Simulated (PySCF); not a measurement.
Two species compared at the same levels of theory.

First species: C₄H₅F₃SSi.
SMILES: `CC#C[Si@@H](S)C(F)(F)F`

Second species: C3H9FN2Si2.
SMILES: `C([SiH2]C#N)[C@H]([SiH2]N)F`

Levels: CAM-B3LYP/def2-SVPD for dipole moment, HOMO energy, LUMO energy, HOMO–LUMO gap, static isotropic polarisability and electronic spatial extent ⟨r²⟩ about the centre of nuclear charge; TDDFT CAM-B3LYP/def2-SVPD for lowest singlet excitation; TDA CAM-B3LYP/def2-SVPD for lowest triplet excitation (Tamm–Dancoff); GFN2-xTB for rotational constant A and rotational constant C. Geometries: GFN2-xTB. Each structure is a single optimised conformer of the isolated species, non-relativistic unless stated; the electronic structure was computed with PySCF and density fitting.

The conformers computed, where there is a choice (atom-mapped SMILES and torsion angles):
- `[CH3:1][C:2]#[C:3][Si@@H:4]([SH:5])[C:6]([F:7])([F:8])[F:9]`: C3–Si4–C6–F7 50°, H–S5–Si4–C3 91°
- `[N:1]#[C:2][SiH2:3][CH2:4][C@@H:5]([F:6])[SiH2:7][NH2:8]`: C2–Si3–C4–C5 64°, Si3–C4–C5–F6 55°, C4–C5–Si7–N8 -59°, H–N8–Si7–C5 -45°, H–N8–Si7–C5 177°

Values for the first species:

| Item | Value |
| --- | --- |
| Dipole moment | 3.36 D |
| HOMO energy | -9.08 eV |
| LUMO energy | 0.20 eV |
| HOMO–LUMO gap | 9.28 eV |
| Lowest singlet excitation | 5.75 eV |
| Lowest triplet excitation (Tamm–Dancoff) | 4.88 eV |
| Static isotropic polarisability | 97.1 au |
| Electronic spatial extent ⟨r²⟩ about the centre of nuclear charge | 1961 bohr² |
| Rotational constant A | 1.304 GHz |
| Rotational constant C | 0.568 GHz |

Task: Estimate the same properties for the second species, and the change in each.

Result: 
```csv
property,first,second,second less first
dipole moment,3.36 D,4.71 D,+1.35 D
HOMO energy,-9.08 eV,-9.23 eV,-0.15 eV
LUMO energy,0.20 eV,0.53 eV,+0.33 eV
HOMO–LUMO gap,9.28 eV,9.76 eV,+0.48 eV
lowest singlet excitation,5.75 eV,6.51 eV,+0.76 eV
lowest triplet excitation (Tamm–Dancoff),4.88 eV,6.01 eV,+1.13 eV
static isotropic polarisability,97.1 au,98.6 au,+1.5 au
electronic spatial extent ⟨r²⟩ about the centre of nuclear charge,1961 bohr²,1888 bohr²,-73 bohr²
rotational constant A,1.304 GHz,2.795 GHz,+1.491 GHz
rotational constant C,0.568 GHz,0.605 GHz,+0.037 GHz
```

On the first: The vertical singlet–triplet gap S1 − T1 is 0.87 eV (TDDFT singlet less Tamm–Dancoff triplet; S1: HOMO→LUMO, weight 0.26, beside HOMO→LUMO+1, weight 0.20; T1: HOMO−1→LUMO+1, weight 0.16, beside HOMO→LUMO, weight 0.13). The principal polarisabilities are 77.2, 88.3 and 125.9 au; their mean is the isotropic value.

On the second: The polarisability is 14.61 Å³ as a volume (1 au = 0.148185 Å³), or 1.26 au for each of the 78 electrons. The dipole matches unit charges of opposite sign 0.98 Å apart (1 e·Å = 4.8032 D).
